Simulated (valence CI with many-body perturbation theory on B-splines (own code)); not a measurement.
# Level structure of Xe48+

Level of theory: relativistic CI+MBPT: four valence electrons over a frozen Dirac-Fock core [He], a basis of 11 s, 11 p, 10 d, 8 f, 5 g, 2 h functions for each j, with the one-electron correlation potential Σ1, the two-electron term Σ2, the three-electron term Σ3, Breit, model QED; selected CI, second order for the rest, scaled by the run's own slope (own B-spline code, finite nucleus).

No measured spectrum was set against this ion. As an estimate, large intervals hold to a few tenths of a per cent, small ones and those within an open d or f shell to about a per cent. Among the levels kept, up to 880 cm⁻¹ of a level comes from second order outside the variational space, and about a tenth of that is noise between levels of different J, which matters for small intervals.

Levels 136 to 180 of 208, with energies above the lowest level, (2s^2 2p1/2^2) J=0. "Leading %" is the weight of the configuration and term that name the level; weights of strongly mixed levels are sums over their largest components and can fall short, so below about 35 % the name and the second component can differ from the true leading terms, or belong to a minority configuration. In the jj column 3d3/2^4 stands for four electrons in 3d with j = 3/2. Lifetimes count E1, E2, E3, M1 and M2 decay at the calculated energies, and are blank where another channel may lead or the interval is too uncertain; long ones can be off by a factor of two.

| No. | Configuration | Term | J | E (eV) | Leading % | Lifetime | Leading jj |
| --- | --- | --- | --- | --- | --- | --- | --- |
| 136 | 2p3 3d | 3P° | 0 | 6001.4 | 59 | 192 fs | 2p1/2^2 2p3/2 3d3/2 (98 %) |
| 137 | 2p3 3d | 3F° | 4 | 6021.4 | 47 | 604 fs | 2p1/2^2 2p3/2 3d5/2 (98 %) |
| 138 | 2p3 3d | 3D° | 2 | 6030.2 | 34 | 3.58 fs | 2p1/2^2 2p3/2 3d5/2 (96 %) |
| 139 | 2s 2p2 3p | 3P° | 1 | 6034.3 | 43 | 8.78 fs | 2s 2p3/2^2 3p1/2 (90 %) |
| 140 | 2s 2p2 3p | 3P° | 0 | 6034.5 | 80 | 910 fs | 2s 2p3/2^2 3p1/2 (98 %) |
| 141 | 2s 2p2 3p | 3P° | 1 | 6035.0 | 35 | 11.6 fs | 2s 2p3/2^2 3p1/2 (97 %) |
| 142 | 2s 2p2 3p | 3D° | 2 | 6037.4 | 34 | 16.2 fs | 2s 2p3/2^2 3p1/2 (97 %) |
| 143 | 2p3 3d | 3D° | 3 | 6042.4 | 44 | 1.63 fs | 2p1/2^2 2p3/2 3d5/2 (93 %) |
| 144 | 2s 2p2 3p | 3D° | 3 | 6048.7 | 53 | 14.8 fs | 2s 2p3/2^2 3p3/2 (97 %) |
| 145 | 2s 2p2 3p | 5D° | 4 | 6048.8 | 56 | 1.77 ps | 2s 2p3/2^2 3p3/2 (98 %) |
| 146 | 2p3 3d | 3D° | 1 | 6050.4 | 37 | 2.46 fs | 2p1/2^2 2p3/2 3d5/2 (97 %) |
| 147 | 2s 2p2 3p | 3P° | 1 | 6056.9 | 40 | 7.53 fs | 2s 2p3/2^2 3p3/2 (86 %) |
| 148 | 2s 2p2 3p | 3P° | 2 | 6074.0 | 40 | 7.52 fs | 2s 2p3/2^2 3p3/2 (88 %) |
| 149 | 2p3 3s | 5S° | 2 | 6110.7 | 47 | 44.0 fs | 2p1/2 2p3/2^2 3s (91 %) |
| 150 | 2p3 3s | 3D° | 3 | 6114.5 | 41 | 19.5 fs | 2s 2p3/2^2 3p3/2 (58 %) |
| 151 | 2s 2p2 3d | 3D | 2 | 6114.7 | 27 | 2.17 fs | 2s 2p3/2^2 3d3/2 (95 %) |
| 152 | 2s 2p2 3d | 5D | 3 | 6115.7 | 27 | 2.41 fs | 2s 2p3/2^2 3d3/2 (87 %) |
| 153 | 2s 2p2 3d | 5P | 1 | 6117.2 | 35 | 1.98 fs | 2s 2p3/2^2 3d3/2 (93 %) |
| 154 | 2p3 3s | 3S° | 1 | 6118.5 | 48 | 14.7 fs | 2p1/2 2p3/2^2 3s (89 %) |
| 155 | 2s 2p2 3d | 3F | 4 | 6120.6 | 35 | 2.82 fs | 2s 2p3/2^2 3d3/2 (78 %) |
| 156 | 2s 2p2 3p | 3P° | 0 | 6122.8 | 60 | 398 fs | 2s 2p3/2^2 3p3/2 (98 %) |
| 157 | 2s 2p2 3p | 3P° | 2 | 6126.7 | 67 | 62.8 fs | 2s 2p3/2^2 3p3/2 (90 %) |
| 158 | 2s 2p2 3p | 1P° | 1 | 6127.2 | 46 | 7.12 fs | 2s 2p3/2^2 3p3/2 (87 %) |
| 159 | 2s 2p2 3d | 5F | 5 | 6129.9 | 56 | 7.18 ps | 2s 2p3/2^2 3d5/2 (99 %) |
| 160 | 2s 2p2 3d | 3F | 4 | 6133.6 | 58 | 20.5 fs | 2s 2p3/2^2 3d5/2 (78 %) |
| 161 | 2s 2p2 3p | 3P° | 2 | 6135.9 | 27 | 76.5 fs | 2s 2p3/2^2 3p3/2 (78 %) |
| 162 | 2p3 3s | 1D° | 2 | 6139.9 | 48 | 15.6 fs | 2p1/2 2p3/2^2 3s (67 %) |
| 163 | 2p3 3s | 3D° | 3 | 6140.9 | 57 | 17.1 fs | 2p1/2 2p3/2^2 3s (57 %) |
| 164 | 2s 2p2 3d | 3P | 0 | 6145.6 | 73 | 6.18 fs | 2s 2p3/2^2 3d5/2 (90 %) |
| 165 | 2s 2p2 3d | 3P | 1 | 6155.6 | 33 | 2.79 fs | 2s 2p3/2^2 3d5/2 (91 %) |
| 166 | 2s 2p2 3d | 3D | 3 | 6157.5 | 40 | 2.58 fs | 2s 2p3/2^2 3d5/2 (85 %) |
| 167 | 2s 2p2 3p | 1P° | 1 | 6158.5 | 35 | 21.7 fs | 2s 2p3/2^2 3p3/2 (91 %) |
| 168 | 2p3 3p | 5P | 1 | 6162.6 | 41 | 9.81 fs | 2p1/2 2p3/2^2 3p1/2 (93 %) |
| 169 | 2s 2p2 3d | 3P | 2 | 6163.7 | 37 | 2.08 fs | 2s 2p3/2^2 3d5/2 (93 %) |
| 170 | 2p3 3s | 3P° | 0 | 6167.6 | 99 | 32.1 fs | 2p1/2 2p3/2^2 3s (99 %) |
| 171 | 2p3 3p | 3F | 2 | 6168.0 | 33 | 6.70 fs | 2p1/2 2p3/2^2 3p1/2 (93 %) |
| 172 | 2p3 3s | 3P° | 1 | 6176.5 | 57 | 17.2 fs | 2p1/2 2p3/2^2 3s (84 %) |
| 173 | 2p3 3p | 3F | 3 | 6179.8 | 35 | 3.27 fs | 2p1/2 2p3/2^2 3p1/2 (77 %) |
| 174 | 2s 2p2 3d | 3D | 1 | 6185.0 | 52 | 2.20 fs | 2s 2p3/2^2 3d3/2 (84 %) |
| 175 | 2s 2p2 3d | 3F | 2 | 6194.3 | 35 | 2.39 fs | 2s 2p3/2^2 3d3/2 (93 %) |
| 176 | 2s 2p2 3d | 3D | 2 | 6197.4 | 56 | 2.45 fs | 2s 2p3/2^2 3d3/2 (83 %) |
| 177 | 2s 2p2 3d | 3D | 1 | 6197.6 | 62 | 2.46 fs | 2s 2p3/2^2 3d3/2 (92 %) |
| 178 | 2s 2p2 3d | 3F | 3 | 6198.7 | 31 | 5.29 fs | 2s 2p3/2^2 3d3/2 (73 %) |
| 179 | 2s 2p2 3d | 3P | 0 | 6204.0 | 74 | 1.78 fs | 2s 2p3/2^2 3d3/2 (91 %) |
| 180 | 2p3 3p | 3P | 2 | 6208.7 | 52 | 6.71 fs | 2p1/2 2p3/2^2 3p1/2 (97 %) |

Where two levels of one J and parity lie close, their mixing, g and order are uncertain.
